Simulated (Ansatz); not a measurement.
The cluster SnF₂⁻. The state is a doublet with charge -1. Geometry B3LYP-D4/def2-TZVPD; atoms count from 1.

Cartesian coordinates in Å:
```
Sn -0.5983 0.4310 -0.5436
F -0.1549 -1.5441 -0.2820
F 0.7532 1.1131 0.8255
```

In the def2 sets Sn takes a core potential; there is no spin–orbit coupling. The highest occupied level of the charge -1 doublet lies above zero (up to 0.70 eV). By energy differences its removal costs 1.27 eV (vertical, to the charge 0 singlet, at PBE0-D4/def2-TZVPD); a positive level beside a positive removal energy at the same level points to self-interaction error. The structure comes from a short search, and lower isomers may exist.

(1) Estimate the Mulliken populations from the PBE0/def2-TZVPD orbitals of Ansatz.

(2) Where does the spin sit?

(3) And the Mayer bond orders between bonded heavy atoms (over 0.3)?

## Answers

(1) 
```tsv
atom	charge (e)	spin (α − β)
Sn1	0.25	1.06
F2	-0.63	-0.03
F3	-0.63	-0.03
```
Mulliken values and Mayer orders depend strongly on the basis. With diffuse functions, as here, like atoms can get unlike values, and bond orders can come out too low or too high.

(2) Summed by element: Sn 1.06, F -0.06, of 1 unpaired in all. Largest on single atoms: Sn1 1.06, F2 -0.03, F3 -0.03.

(3) Sn1–F2 0.37 (2.04 Å); Sn1–F3 0.37 (2.04 Å).
